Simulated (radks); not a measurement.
Radial electron density D(r) = 4 pi r^2 rho(r) of an atom or ion with 46 electrons. Calculated with a radial shooting solver on a logarithmic mesh with Libxc functionals: scalar-relativistic Kohn-Sham, PBEsol, spin-polarised, spherical densities, point nucleus.

r (bohr)  D(r) (e/bohr)    spin D(r)
0.001069          1.402  -0.00000729
0.001254          1.861  -0.00000967
0.001472          2.462   -0.0000128
0.001727          3.247   -0.0000168
0.002027          4.263   -0.0000221
0.002379          5.569   -0.0000288
0.002814          7.329   -0.0000379
0.003302          9.454   -0.0000488
0.003875          12.10   -0.0000623
0.004547          15.34   -0.0000787
0.005336          19.23   -0.0000984
0.006262          23.81    -0.000121
0.007349          29.04    -0.000148
0.008624          34.81    -0.000176
0.01012           40.89    -0.000206
0.01188           46.92    -0.000236
0.01405           52.65    -0.000265
0.01649           56.95    -0.000289
0.01935           59.56    -0.000305
0.0227            60.13    -0.000308
0.02664           58.70    -0.000284
0.03127           55.90    -0.000192
0.03669           53.01    0.0000677
0.04306           51.64     0.000727
0.05053           53.28      0.00226
0.0593            58.42      0.00556
0.06958           65.91       0.0121
0.08231           73.24       0.0248
0.0966            76.12       0.0453
0.1134            72.88       0.0761
0.133             64.57        0.117
0.1561            55.52        0.164
0.1832            50.94        0.207
0.215             53.02        0.227
0.2523            58.61        0.209
0.2961            60.97        0.148
0.3474            55.11       0.0635
0.411             41.24    -0.000150
0.4823            27.19       0.0231
0.566             18.59        0.164
0.6642            16.75        0.405
0.7794            18.21        0.669
0.9146            18.65        0.853
1.073             16.31        0.890
1.26              12.12        0.784
1.478             7.820        0.592
1.735             4.481        0.385
2.036             2.304        0.216
2.408             1.013        0.101
2.826            0.4068       0.0468
3.316            0.1490       0.0293
3.891           0.06559       0.0336
4.567           0.06146       0.0546
5.359           0.08808       0.0870
6.289            0.1228        0.123
7.38             0.1486        0.149
8.661            0.1468        0.147
10.16            0.1075        0.108
12.02           0.05315       0.0531
14.11           0.01972       0.0197
16.56          0.005209      0.00521
19.43         0.0008958     0.000896

What is the nuclear charge?

Answer. Z = 47. The innermost maximum, from 1s, lies near gamma/Z bohr with gamma = sqrt(1 - (Z/c)^2) = 0.939, here 0.02 bohr (found: 0.0218), and its height grows with Z. The density is that of the silver ion Ag+ in [Kr] 4d9 4f1; the configuration itself is not fixed sharply by these data, and Z only to a few units. D(r) has 5 maxima, at r = 0.0218, 0.0966, 0.289, 0.872, 7.93 bohr, and minima at 0.0431, 0.188, 0.648, 4.22 bohr, inside which lie 2.00, 11.13, 29.04, 45.03 electrons.
